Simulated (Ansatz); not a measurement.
```yaml
crystal:
  periodic: [false, false, false]
  atoms:
    - {symbol: Mo, position_ang: [1.159060, 1.180101, -1.732015]}
    - {symbol: Mo, position_ang: [0.016558, 1.766896, 0.031705]}
    - {symbol: Si, position_ang: [0.004604, -2.134248, 1.259544]}
    - {symbol: Si, position_ang: [-1.010665, -0.003341, -1.713707]}
    - {symbol: Si, position_ang: [-1.516517, -0.258191, 0.578019]}
    - {symbol: Si, position_ang: [0.959488, -0.798667, -0.341472]}
    - {symbol: Si, position_ang: [0.387471, 0.247451, 1.917926]}
basis:
  gaussian: {orbitals: def2-TZVP, initial_orbitals: start.molden}
total_charge: 1
magnetization: {spin_polarized: true, initial_magnetization: 1}
hamiltonian: {xc: {name: wB97M-V}}
scf: {omitted_lower_state_checks: [starts]}
output: {orbitals: {seedname: orbitals}}
```

The file start.molden holds the orbitals of an earlier run on this structure, at another level or in another basis.

```sh
$ ansatz run in.yaml --threads 4 --pin off --events-out ev --progress --plain --max-ram 4787MiB
```

Problem. Does this run fit into the memory that it is given?

Solution. No. It has 265 basis functions, and Ansatz plans for 5.01 GiB where 4.67 GiB are given.
